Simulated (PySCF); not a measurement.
Gas-phase XPS of CrS2Cl2, computed

Compound: CrS2Cl2 (singlet state).
Bonds: Cr1–S2, Cr1–S3, Cr1–Cl4, Cr1–Cl5.

Computed with PySCF, delta-SCF UKS SCAN, pcX-2 on the ionised atom (unc-x2c-TZVPall on a metal), pcseg-1 elsewhere, spin-free X2C. These are vertical core ionisation energies against the vacuum level, from separate self-consistent calculations with and without the core hole.

What binding energy does each computed site have?

```csv
atom(s),environment,level,binding energy (eV),2p1/2 (eV),count
S2/S3,sulfur bonded to Cr,S 2p3/2,169.24,170.47,2
S2/S3,sulfur bonded to Cr,S 1s,2476.99,–,2
Cl4/Cl5,chlorine bonded to Cr,Cl 2p3/2,205.74,207.39,2
Cl4/Cl5,chlorine bonded to Cr,Cl 1s,2828.34,–,2
```

What is the longest wavelength that can ionise S 1s of S2/S3 vertically?

λ = hc/E = 12398.42 eV Å / 2476.99 eV = 5.005 Å.

Which effective nuclear charge Zeff reproduces each element's mean 1s value in the hydrogen-like formula E = 13.606 eV × Zeff²?

S (Z = 16): mean 2477.0 eV, Zeff = 13.49, Z − Zeff = 2.51; Cl (Z = 17): mean 2828.3 eV, Zeff = 14.42, Z − Zeff = 2.58. Means run over the listed sites, weighted by atom count.

The first atom of each set that the bonding makes equivalent was ionised and stands for the set. Not every level is listed. The 2p values add to the ΔSCF energy of one spin-free hole a correction within the shell (spin–orbit coupling, ligand field). 2p1/2 minus 2p3/2 (ligand field included): S 1.23 eV, Cl 1.65 eV. No level of chromium is listed. Geometry: PBE0-D3(BJ)/def2-SVP; no solvent, vibrations or thermal averaging. Metal 2p energies of this one-determinant scheme are less reliable than its 1s energies.

Time: 66 s. Hardware: one thread of an x86-64 server, shared host.
